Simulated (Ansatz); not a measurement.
Reactions of BFH₆SiSn, SMILES `F[SiH2][BH][SnH3]`.

Calculated with Ansatz (gas phase, PBE0-D4/def2-TZVP geometries, no zero-point term in ΔE). CCSD(T)/CBS adds triple-zeta CCSD(T) − MP2 to the extrapolated MP2 energy (def2 sets, frozen cores). This one scheme is used for every species. DFT in def2-TZVPP. def2 core potentials past Kr. For Sn outer-core shells are correlated without core-valence functions, which leaves a few kJ/mol of doubt a bond. Each species was taken in one conformer, which may not be the lowest.

```tsv
reaction	CCSD(T)/CBS(def2) (kJ/mol)
`F[SiH2][BH][SnH3]` + `N[SiH2][SiH3]` → `F[SiH2]B[SiH3]` + `N[SiH2][SnH3]`	-12
`F[SiH2][BH][SnH3]` + `NCF` → `FC[NH][SnH3]` + `B[SiH2]F`	11
`F[SiH2][BH][SnH3]` + `OBO` → `OB[O][SnH3]` + `B[SiH2]F`	?
`F[SiH2][BH][SnH3]` + `[SnH4]` → `[SnH3][SnH3]` + `B[SiH2]F`	-68
`F[SiH2][BH][SnH3]` + `[SiH3]C=S` → `S=C[SiH2][SnH3]` + `B[SiH2]F`	-27
`F[SiH2][BH][SnH3]` + `BC[SiH2]S` → `BCB[SiH2]F` + `S[SiH2][SnH3]`	-29
`F[SiH2][BH][SnH3]` + `C1C[SiH2]1` → `[SnH3][CH]1C[SiH2]1` + `B[SiH2]F`	9
`F[SiH2][BH][SnH3]` + `CSS` → `CS[S][SnH3]` + `B[SiH2]F`	?
```

Task: Fill in the missing values. (An estimate is asked.)

Result: The calculation gave: `F[SiH2][BH][SnH3]` + `OBO` → `OB[O][SnH3]` + `B[SiH2]F`: -26.6 kJ/mol; `F[SiH2][BH][SnH3]` + `CSS` → `CS[S][SnH3]` + `B[SiH2]F`: -59.6 kJ/mol.

Largest T1 diagnostic: 0.015, for `[SiH3]C=S`.
